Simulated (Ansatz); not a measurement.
Frontier orbitals of C2H6AlB (`C[B]1[CH2][AlH]1`).

Cartesian coordinates in Å:
```
C -1.258 -0.585 -1.030
B -0.216 0.110 -0.103
C 1.021 -0.330 0.551
Al 0.458 1.671 0.891
H -1.339 -0.070 -1.992
H -2.257 -0.567 -0.587
H -0.998 -1.630 -1.230
H 1.725 0.225 1.209
H 1.433 -1.336 0.465
H 1.431 2.511 1.825
```

Charge 0, multiplicity 1. The structure was optimised at the PBE0-D4/def2-TZVP level. Basis def2-TZVPP, Ansatz.

```json
{"functional": "LDA (SPW92)", "HOMO (eV)": "-5.57", "LUMO (eV)": "-2.08", "gap (eV)": "3.49"}
{"functional": "PBE", "HOMO (eV)": "-5.49", "LUMO (eV)": "-1.90", "gap (eV)": "3.59"}
{"functional": "PBE0", "HOMO (eV)": "-6.48", "LUMO (eV)": "-1.16", "gap (eV)": "5.32"}
{"functional": "r2SCANh", "HOMO (eV)": "-6.02", "LUMO (eV)": "-1.40", "gap (eV)": "4.62"}
{"functional": "HSE06 (plane-wave form)", "HOMO (eV)": "-6.09", "LUMO (eV)": "-1.52", "gap (eV)": "4.57"}
{"functional": "BHLYP", "HOMO (eV)": "-7.39", "LUMO (eV)": "-0.36", "gap (eV)": "7.03"}
{"functional": "ωB97M-V", "HOMO (eV)": "-8.47", "LUMO (eV)": "0.52", "gap (eV)": "8.99"}
```

From PBE to PBE0 the HOMO moves by −0.99 eV and the LUMO by +0.74 eV, and with ωB97M-V by −2.98 and +2.42 eV, so the gap grows from 3.59 to 8.99 eV with exact exchange. A positive LUMO is unbound and depends on the basis.
